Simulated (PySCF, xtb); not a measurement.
Cl2I, SMILES Cl[I-]Cl, charge -1.

Harmonic wavenumbers (cm⁻¹) from GFN2-xTB (xtb 6.7.1) at its own minimum, in rising order: 95, 95, 195, 237.

Task: What does B3LYP-D3(BJ)/def2-SVPD (PySCF) give at its own minimum? (The exact figures need the calculation; the answer reports its results.)

Result: 99, 99, 227, 235. Paired by order, the mean absolute difference is 10 cm⁻¹ and the zero-point energies are 0.9 and 0.9 kcal/mol.
